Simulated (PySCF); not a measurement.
# Broadened absorption spectrum of C6H11NO

Compound: C6H11NO.
Structure used (GFN2-xTB), in Å, numbered top down from 1:
```xyz
19
C6H11NO angstrom
C      3.586    0.024    0.011
N      2.721    0.400   -0.803
C      1.411    0.763   -0.708
O      1.048    1.882   -0.441
C      0.492   -0.353   -1.189
C     -0.968   -0.069   -0.847
C     -1.261   -0.247    0.642
C     -2.729    0.010    0.955
H      3.406   -0.109    1.079
H      4.582   -0.197   -0.355
H      0.620   -0.417   -2.272
H      0.820   -1.301   -0.757
H     -1.200    0.957   -1.136
H     -1.608   -0.741   -1.424
H     -0.641    0.446    1.213
H     -0.998   -1.265    0.947
H     -3.365   -0.677    0.398
H     -2.925   -0.125    2.016
H     -3.002    1.026    0.681
```

Method: TDDFT PBE0/def2-SVPD, vertical, gas phase, core orbitals frozen in the response in PySCF.

Computed states:

| state | E (eV) | f |
| --- | --- | --- |
| S1 | 4.41 | 0.0005 |
| S2 | 5.24 | 0.0084 |
| S3 | 5.56 | 0.0036 |
| S4 | 6.84 | 0.049 |
| S5 | 7.08 | 0.0003 |
| S6 | 7.21 | 0.023 |

Each state is given a Gaussian of 0.25 eV full width at half maximum, with ε(max) = 2.175×10⁸ f / Δν̃ (Δν̃ the width in cm⁻¹). The width is an assumption, not a result. The curve ends short of the highest state used, and states not computed would add to its high-energy end.

Q: What does the envelope look like, and where are its maxima?

A: 
```json
{"λ (nm)": "187.5", "ε (L mol⁻¹ cm⁻¹)": "518"}
{"λ (nm)": "189.7", "ε (L mol⁻¹ cm⁻¹)": "84"}
{"λ (nm)": "191.8", "ε (L mol⁻¹ cm⁻¹)": "10"}
{"λ (nm)": "194.0", "ε (L mol⁻¹ cm⁻¹)": "1"}
{"λ (nm)": "196.2", "ε (L mol⁻¹ cm⁻¹)": "0"}
{"λ (nm)": "198.4", "ε (L mol⁻¹ cm⁻¹)": "0"}
{"λ (nm)": "200.5", "ε (L mol⁻¹ cm⁻¹)": "0"}
{"λ (nm)": "202.7", "ε (L mol⁻¹ cm⁻¹)": "0"}
{"λ (nm)": "204.9", "ε (L mol⁻¹ cm⁻¹)": "0"}
{"λ (nm)": "207.1", "ε (L mol⁻¹ cm⁻¹)": "0"}
{"λ (nm)": "209.3", "ε (L mol⁻¹ cm⁻¹)": "1"}
{"λ (nm)": "211.4", "ε (L mol⁻¹ cm⁻¹)": "6"}
{"λ (nm)": "213.6", "ε (L mol⁻¹ cm⁻¹)": "27"}
{"λ (nm)": "215.8", "ε (L mol⁻¹ cm⁻¹)": "84"}
{"λ (nm)": "218.0", "ε (L mol⁻¹ cm⁻¹)": "189"}
{"λ (nm)": "220.1", "ε (L mol⁻¹ cm⁻¹)": "308"}
{"λ (nm)": "222.3", "ε (L mol⁻¹ cm⁻¹)": "391"}
{"λ (nm)": "224.5", "ε (L mol⁻¹ cm⁻¹)": "393"}
{"λ (nm)": "226.7", "ε (L mol⁻¹ cm⁻¹)": "357"}
{"λ (nm)": "228.8", "ε (L mol⁻¹ cm⁻¹)": "376"}
{"λ (nm)": "231.0", "ε (L mol⁻¹ cm⁻¹)": "509"}
{"λ (nm)": "233.2", "ε (L mol⁻¹ cm⁻¹)": "718"}
{"λ (nm)": "235.4", "ε (L mol⁻¹ cm⁻¹)": "880"}
{"λ (nm)": "237.6", "ε (L mol⁻¹ cm⁻¹)": "889"}
{"λ (nm)": "239.7", "ε (L mol⁻¹ cm⁻¹)": "744"}
{"λ (nm)": "241.9", "ε (L mol⁻¹ cm⁻¹)": "512"}
{"λ (nm)": "244.1", "ε (L mol⁻¹ cm⁻¹)": "293"}
{"λ (nm)": "246.3", "ε (L mol⁻¹ cm⁻¹)": "141"}
{"λ (nm)": "248.4", "ε (L mol⁻¹ cm⁻¹)": "60"}
{"λ (nm)": "250.6", "ε (L mol⁻¹ cm⁻¹)": "21"}
{"λ (nm)": "252.8", "ε (L mol⁻¹ cm⁻¹)": "6"}
{"λ (nm)": "255.0", "ε (L mol⁻¹ cm⁻¹)": "2"}
{"λ (nm)": "257.1", "ε (L mol⁻¹ cm⁻¹)": "0"}
{"λ (nm)": "259.3", "ε (L mol⁻¹ cm⁻¹)": "0"}
{"λ (nm)": "261.5", "ε (L mol⁻¹ cm⁻¹)": "0"}
{"λ (nm)": "263.7", "ε (L mol⁻¹ cm⁻¹)": "1"}
{"λ (nm)": "265.9", "ε (L mol⁻¹ cm⁻¹)": "3"}
{"λ (nm)": "268.0", "ε (L mol⁻¹ cm⁻¹)": "7"}
{"λ (nm)": "270.2", "ε (L mol⁻¹ cm⁻¹)": "13"}
{"λ (nm)": "272.4", "ε (L mol⁻¹ cm⁻¹)": "22"}
{"λ (nm)": "274.6", "ε (L mol⁻¹ cm⁻¹)": "33"}
{"λ (nm)": "276.7", "ε (L mol⁻¹ cm⁻¹)": "43"}
{"λ (nm)": "278.9", "ε (L mol⁻¹ cm⁻¹)": "51"}
{"λ (nm)": "281.1", "ε (L mol⁻¹ cm⁻¹)": "54"}
{"λ (nm)": "283.3", "ε (L mol⁻¹ cm⁻¹)": "51"}
{"λ (nm)": "285.4", "ε (L mol⁻¹ cm⁻¹)": "44"}
{"λ (nm)": "287.6", "ε (L mol⁻¹ cm⁻¹)": "35"}
{"λ (nm)": "289.8", "ε (L mol⁻¹ cm⁻¹)": "25"}
{"λ (nm)": "292.0", "ε (L mol⁻¹ cm⁻¹)": "16"}
{"λ (nm)": "294.2", "ε (L mol⁻¹ cm⁻¹)": "10"}
{"λ (nm)": "296.3", "ε (L mol⁻¹ cm⁻¹)": "6"}
{"λ (nm)": "298.5", "ε (L mol⁻¹ cm⁻¹)": "3"}
{"λ (nm)": "300.7", "ε (L mol⁻¹ cm⁻¹)": "1"}
{"λ (nm)": "302.9", "ε (L mol⁻¹ cm⁻¹)": "1"}
{"λ (nm)": "305.0", "ε (L mol⁻¹ cm⁻¹)": "0"}
{"λ (nm)": "307.2", "ε (L mol⁻¹ cm⁻¹)": "0"}
```

Maxima: 281 nm (4.41 eV), ε about 54, made up of S1 (100%); 237 nm (5.24 eV), ε about 910, made up of S2 (100%); 223 nm (5.55 eV), ε about 400, made up of S3 (97%) (ε in L mol⁻¹ cm⁻¹; maxima over ε = 5, shares over 10%). At its high-energy end, 6.61 eV, the curve is still rising (ε about 490, from S4).

Q: On this curve, what absorbance would a 10⁻⁵ mol/L sample give at 193 nm over a 1 cm path?

A: 193 nm is 6.424 eV, where ε is about 2.3 L mol⁻¹ cm⁻¹, so A = ε c l ≈ 2.3e-05 (Beer–Lambert, with the gas-phase spectrum and the assumed width).

Q: Coming from long wavelengths, where does ε first pass 100 L mol⁻¹ cm⁻¹?

A: At about 247 nm (5.02 eV), 0.61 eV above S1.

Q: What would ε be at 5.24 eV, the highest of these maxima, with half the width (0.125 eV)?

A: About 1810 L mol⁻¹ cm⁻¹ against 907, a factor of about 1.99; a lone state at its own centre would give exactly 2.

One conformer stands for the species.
